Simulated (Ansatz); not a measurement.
Relaxation of a periodic cell of 17 atoms, LiBe$_{16}$ (host Be, host structure hcp, interstitial Li), to a largest force component of 0.08 eV/Å in at most 25 steps.

Theory: Ansatz, DFT PBE, scalar-relativistic, plane waves, PAW. Settings: accuracy low, cutoff 420 eV, k mesh 3x3x2, fermi-dirac smearing 0.15 eV, no spin polarisation.

```xyz
17
Lattice="-2.2900 -3.9664 0.0000 3.4350 -1.9832 0.0000 0.0000 0.0000 7.1769" Properties=species:S:1:pos:R:3:forces:R:3
Be 0.000 -3.966 0.000 0.06 4.31 -2.95
Be 0.000 -2.644 1.794 0.26 -0.16 -0.17
Be 0.000 -3.966 3.588 -0.04 0.05 0.10
Be 0.000 -2.644 5.383 -0.02 0.01 0.24
Be -1.145 -1.983 0.000 -0.26 0.14 0.10
Be 2.290 -2.644 1.794 0.12 -3.22 2.35
Be -1.145 -1.983 3.588 0.00 0.00 -0.24
Be 2.290 -2.644 5.383 0.04 -0.06 -0.07
Be 1.145 -1.983 0.000 -3.58 -2.15 -2.84
Be 1.145 -0.661 1.794 -3.52 2.01 2.78
Be 1.145 -1.983 3.588 -0.06 0.01 0.11
Be 1.145 -0.661 5.383 -0.01 0.01 0.10
Be 0.000 0.000 0.000 3.25 -1.90 -2.11
Be 1.145 -4.627 1.794 2.95 1.54 2.44
Be 0.000 0.000 3.588 0.02 -0.01 -0.08
Be 1.145 -4.627 5.383 0.07 -0.01 -0.07
Li 2.252 -1.292 0.868 0.74 -0.58 0.34
```

Problem. Where does it end, and by what steps?

Solution. The forces met the threshold. The threshold is loose, so the end isn't yet a minimum. Limits of this set-up: coarse k mesh, low accuracy level. After 11 steps the energy has fallen by 4.698 eV; Be1 moved furthest, 1.14 Å.

```
step  energy less start (eV)  largest force component (eV/Å)  accepted
   0                  0.0000                           4.306       yes
   1                 -1.9902                           2.707       yes
   2                 -3.7743                           0.519       yes
   3                 -3.8765                           0.646       yes
   4                 -3.9864                           0.491       yes
   5                 -4.1360                           0.340       yes
   6                 -4.2988                           0.496       yes
   7                 -4.3541                           0.625       yes
   8                 -4.5504                           0.308       yes
   9                 -4.6652                           0.196       yes
  10                 -4.6401                           0.448        no
  11                 -4.6975                           0.044       yes
```

```xyz
17
Lattice="-2.2900 -3.9664 0.0000 3.4350 -1.9832 0.0000 0.0000 0.0000 7.1769" Properties=species:S:1:pos:R:3
Be -0.821 -3.186 -0.138
Be 0.178 -2.802 1.737
Be 0.102 -4.100 3.582
Be 0.151 -2.835 5.269
Be -1.593 -1.580 0.272
Be 2.358 -2.613 1.996
Be -1.034 -2.074 3.640
Be 2.352 -2.712 5.506
Be 0.873 -2.035 -0.110
Be 1.173 -0.758 1.904
Be 1.203 -2.081 3.637
Be 1.203 -0.724 5.398
Be -0.007 -0.384 0.174
Be 1.380 -4.801 1.902
Be 0.091 -0.106 3.682
Be 1.335 -4.765 5.392
Li 2.467 -0.757 0.083
```

Whether the end is a true minimum wasn't checked by a vibrational analysis.

The run took 32 s on 1 thread of Intel(R) Xeon(R) Platinum 8488C (Sapphire Rapids), with other jobs on the host, peak memory 0.41 GiB.
